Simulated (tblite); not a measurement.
Task: What does the GFN2-xTB structure of InChI=1S/C4H11NOSi3/c1-6-4-7-3(2-5)8-9-4/h3-4H,7-9H2,1H3/t3-,4-/m0/s1 look like in three dimensions?

Result: 
```
atom  x, y, z in Å
C1    -2.830    0.245    0.786
O2    -1.455    0.434    0.624
C3    -0.973    0.166   -0.711
Si4   -0.385   -1.666   -0.729
Si5    1.755   -1.363    0.110
C6     1.786    0.567    0.302
C7     3.079    1.094    0.060
N8     4.122    1.510   -0.172
Si9    0.488    1.394   -0.846
H10   -3.125   -0.783    0.543
H11   -3.056    0.448    1.832
H12   -3.404    0.931    0.150
H13   -1.758    0.401   -1.435
H14   -0.482   -2.180   -2.102
H15   -1.303   -2.467    0.089
H16    2.839   -1.745   -0.803
H17    2.097   -1.938    1.419
H18    1.514    0.804    1.334
H19    0.091    2.707   -0.342
H20    0.994    1.452   -2.221
```

Orientation and origin are arbitrary. Atoms count from 1 in this order. The 2 C–O bonds span 1.398 Å (C1–O2, drawn single) to 1.444 Å (O2–C3, drawn single), a spread of 0.046 Å. Si5 (SiH2 silicon) is distorted tetrahedral (angles from 100.4° to 119.1°). Of the pairs four or more bonds apart, Si4···H10 is among the closest relative to their van der Waals radii: 3.15 Å, 95 % of the sum of Bondi's values. The 5-membered ring C3–Si4–Si5–C6–Si9 has internal angles of 98.9° to 112.1° (sum 524°, against 540° for a flat polygon); it is puckered, 0.21 Å rms from its mean plane, widest ring torsion 41°.

Bonds between heavy atoms (Å): C1–O2 1.398, O2–C3 1.444, C3–Si4 1.924, Si4–Si5 2.318, Si5–C6 1.940, C6–C7 1.416, C7≡N8 1.147, C6–Si9 1.920, C3–Si9 1.913.

Computed geometry: GFN2-xTB, gas phase.

Point group: C1 (no symmetry element, even within 0.4 Å). Its GFN2-xTB frequencies are all real (lowest 38 cm⁻¹). One conformer, not necessarily the lowest (C1–O2–C3–Si4 -94°, O2–C3–Si4–Si5 -84°, C3–Si4–Si5–C6 -2°, Si4–Si5–C6–C7 -146°, Si5–C6–Si9–C3 39°).

Time: 0.65 s wall. Hardware: one thread of an Arm Neoverse V1, no GPU (shared host). That covers the optimisation of the geometry.
